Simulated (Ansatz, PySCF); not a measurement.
Energy difference R1 → P1 + P2, each structure at its B3LYP-D3(BJ)/def2-TZVP stationary point, reached from a drawn start (curvature not checked).
R1, C3H11GaO (SMILES [CH3][Ga-]([CH3])([CH3])[OH2+]) (charge 0, multiplicity 1):
```xyz
16

C     -0.1682     1.6782    -1.0450
Ga     0.2243    -0.0874    -0.1822
C     -0.5268    -1.7384    -1.0144
C      1.7686    -0.2065     1.0761
O     -1.3755     0.0889     1.4452
H      0.5011     1.8359    -1.8954
H     -0.0146     2.5151    -0.3590
H     -1.1900     1.7307    -1.4295
H     -0.5627    -2.5638    -0.3011
H      0.0985    -2.0557    -1.8533
H     -1.5333    -1.5773    -1.4084
H      1.6774    -1.0689     1.7390
H      2.7020    -0.3182     0.5179
H      1.8679     0.6925     1.6893
H     -1.2219     0.8794     1.9771
H     -2.2467     0.1952     1.0437
```
P1: C2H7GaO (SMILES [CH3][Ga]([CH3])[OH]), charge 0, multiplicity 1.
P2: CH4 (SMILES C), charge 0, multiplicity 1.

P less R. No zero-point or thermal terms; no spin–orbit coupling. One arrangement of each flexible species, with no search for the lowest.

Cores are frozen in the correlated methods. In cc and def2 sets filled d and f shells under p-block atoms count as core.

The values were computed with Ansatz (Gaussian orbitals); PySCF for the D3/D4 terms. Each number belongs to the level named beside it.

Q: Estimate the reaction energy that CCSD(T)/cc-pVTZ returns for this input.

A: -50 kJ/mol

Q: Give the reaction energy at the level PBE/def2-TZVPP.

A: -55 kJ/mol

Q: Predict the reaction energy from BHLYP-D4/def2-TZVPP.

A: -47 kJ/mol

Ansatz is a quantum-chemistry and plane-wave program.
